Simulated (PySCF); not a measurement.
# Calcium: a sound run and one with changed settings

Sound run: Ca [Ar] 4s2, Ca⁺ [Ar] 4s1. Computed with PySCF 2.14 in x2c-TZVPall (6s5p3d, 36 functions), with scalar relativity by spin-free X2C-1e. In the sound run the correlated levels freeze [Ar]. The sound run starts from symmetry-adapted Hartree-Fock orbitals and uses a fine grid where one is needed.

Changed run: the non-relativistic Hamiltonian (point nucleus). This setting is unsound on purpose.

```
species   method  sound run (hartree)  changed run (hartree)  converged
     Ca      UHF           -679.62020             -676.06919        yes
     Ca      PBE           -680.22392             -676.67594        yes
     Ca    M06-L           -680.40757             -676.85754        yes
     Ca      MP2           -679.63866             -676.08772        yes
     Ca  CCSD(T)           -679.64840             -676.09757        yes
    Ca⁺      UHF           -679.43136             -675.88122        yes
    Ca⁺      PBE           -679.99986             -676.45287        yes
    Ca⁺    M06-L           -680.18302             -676.63409        yes
```

Ionisation energy of Ca:

```csv
method,sound run (eV),changed run (eV)
UHF,5.139,5.115
PBE,6.097,6.070
M06-L,6.110,6.080
MP2,5.641,5.619
SCS-MP2,5.742,5.720
CCSD,5.906,5.887
CCSD(T),5.906,5.887
CCSDT,5.906,5.887
FCI,5.906,5.887
```

Most of the change in total energy is the relativistic energy itself. On top of that the contraction fixes the core shape for the Hamiltonian it was made with, so the changed run is not a good calculation with the other Hamiltonian either.

For comparison, NIST gives 6.113 eV between the lowest levels.
